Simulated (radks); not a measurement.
The numbers below are computed, except where a source is named.
Kr4+, configuration [Ar] 3d10 4s2 4p2.

Level of theory: scalar-relativistic Kohn-Sham, BLYP, spin-polarised, spherical densities, finite nucleus; open shells are filled with parallel spins first; Fermi nuclear charge, rms radius 4.1884 fm (a radial shooting solver on a logarithmic mesh with Libxc functionals).

Energy parts (hartree):
part                       energy
total                 -2786.11315
kinetic                2850.12277
electron-nucleus      -6653.70744
Hartree                1112.74395
exchange-correlation    -95.27244

Orbitals (lengths in bohr, moments of r in powers of bohr):
| orbital | occ. | eigenvalue (hartree) | <r^4> | <r> |
|---|---|---|---|---|
| 1s up | 1 | -522.5696 | 0.00001385 | 0.04149 |
| 1s down | 1 | -522.5618 | 0.00001385 | 0.04149 |
| 2s up | 1 | -70.63413 | 0.002723 | 0.1835 |
| 2s down | 1 | -70.62973 | 0.002722 | 0.1835 |
| 2p up | 3 | -62.71293 | 0.001968 | 0.1601 |
| 2p down | 3 | -62.70558 | 0.001968 | 0.1601 |
| 3s up | 1 | -11.76817 | 0.1648 | 0.5300 |
| 3s down | 1 | -11.75802 | 0.1643 | 0.5298 |
| 3p up | 3 | -9.24474 | 0.1954 | 0.5399 |
| 3p down | 3 | -9.23330 | 0.1942 | 0.5395 |
| 3d up | 5 | -5.06395 | 0.2957 | 0.5530 |
| 3d down | 5 | -5.05011 | 0.2890 | 0.5512 |
| 4s up | 1 | -2.71497 | 7.856 | 1.429 |
| 4s down | 1 | -2.62552 | 7.986 | 1.429 |
| 4p up | 2 | -2.10908 | 12.60 | 1.595 |
| 4p down | 0 | -2.02015 | 13.27 | 1.607 |

The highest occupied level is 4p up at -57.391 eV. The electron density at the nucleus is 5.018e+04 e/bohr^3 (large components only).

Run on one thread of a shared host, so times are rough (Arm Neoverse V2): 0.19 s of CPU time, 0.19 s wall, 20 iterations on 2189 mesh points.
